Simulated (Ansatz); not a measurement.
Reaction (redistribution): `BO[SiH](C)Br` + `[CH3][Ge][F]` → `BO[SiH](C)F` + `[CH3][Ge][Br]`

Isolated molecules relaxed with PBE0-D4/def2-TZVP in Ansatz; ΔE leaves out vibrations. CCSD(T)/CBS adds triple-zeta CCSD(T) − MP2 to the extrapolated MP2 energy (def2 sets, frozen cores). DFT in def2-TZVPP. B3LYP here is the variant with VWN-RPA as its local correlation; programs differ in this. For Br, Ge outer-core shells are correlated without core-valence functions, which leaves a few kJ/mol of doubt a bond. Scalar relativity is left out up to krypton. One conformer a species, not always the lowest.

| level | ΔE (kcal/mol) | difference from CCSD(T)/CBS |
| --- | --- | --- |
| PBE-D4 | -16.3 | 1.6 |
| r2SCAN-D4 | -17.8 | 0.1 |
| PBE0-D4 | -17.5 | 0.4 |
| B3LYP-D4 | -18.2 | -0.3 |
| ωB97X-V | -16.3 | 1.6 |
| ωB97M-V | -17.1 | 0.8 |
| B2PLYP | -18.5 | -0.6 |
| PBE | -16.8 | 1.1 |
| r2SCAN | -17.9 | 0.0 |
| PBE0 | -18.0 | -0.1 |
| B3LYP | -18.9 | -1.0 |
| HF/def2-TZVPP | -21.2 | -3.3 |
| MP2/def2-TZVPP | -18.0 | -0.1 |
| SCS-MP2/def2-TZVPP | -18.1 | -0.2 |
| CCSD/def2-TZVPP | -18.8 | -0.9 |
| CCSD(T)/def2-TZVPP | -18.4 | -0.5 |
| HF/def2-QZVPP | -21.0 | -3.1 |
| MP2/def2-QZVPP | -17.6 | 0.3 |
| SCS-MP2/def2-QZVPP | -17.8 | 0.1 |
| HF/CBS(def2) | -21.0 | -3.1 |
| MP2/CBS(def2) | -17.5 | 0.4 |
| CCSD/CBS(def2) | -18.3 | -0.4 |
| CCSD(T)/CBS | -17.9 | 0 |

Largest T1 diagnostic among the species: 0.013.

In def2-TZVPP, CCSD(T) changes the Hartree–Fock value by +2.8 kcal/mol (the triples alone add +0.4 kcal/mol) and MP2 by +3.2 kcal/mol. From PBE to PBE0 (25 % exact exchange), in def2-TZVPP and without D4, ΔE moves by −1.2 kcal/mol.
